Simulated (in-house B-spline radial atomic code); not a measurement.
A radial electron density 4πr²n(r) was computed for an atom or ion in its tabulated ground configuration with a B-spline radial code for spherical atoms; method: non-relativistic BHandHLYP, spin-polarised, spherical fractional occupations. Columns: r (bohr), 4πr²n(r) (electrons per bohr), bar.

```
   0.012   0.1172 #
   0.014   0.1564 #
  0.0164   0.2095 ##
  0.0191   0.2766 ##
  0.0224   0.3681 ###
  0.0262   0.4849 ####
  0.0306   0.6329 #####
  0.0358   0.8225 #######
  0.0418    1.056 #########
  0.0489    1.347 ############
  0.0572    1.697 ###############
  0.0669    2.108 ##################
  0.0782    2.576 ######################
  0.0914    3.089 ##########################
   0.107    3.632 ###############################
   0.125    4.155 ####################################
   0.146    4.617 ########################################
   0.171    4.968 ###########################################
     0.2    5.134 ############################################
   0.234    5.066 ###########################################
   0.273    4.748 #########################################
    0.32    4.171 ####################################
   0.374    3.424 #############################
   0.437    2.603 ######################
   0.511    1.834 ################
   0.598    1.237 ###########
   0.699   0.8929 ########
   0.817   0.7984 #######
   0.956   0.8912 ########
    1.12    1.064 #########
    1.31    1.195 ##########
    1.53    1.201 ##########
    1.79    1.063 #########
    2.09   0.8199 #######
    2.44    0.545 #####
    2.86   0.3021 ###
    3.34   0.1406 #
    3.91  0.05168 
    4.57  0.01477 
    5.34 0.003134 
    6.25 0.0004639
```

Which atom or ion is it?
A. C+
B. B+
C. Be+
D. Li+

B. The area under the curve, ∫4πr²n dr = ∫r·4πr²n d(ln r) on this logarithmic grid, is 4 electrons, which only this option has. The configuration is [He] 2s2.
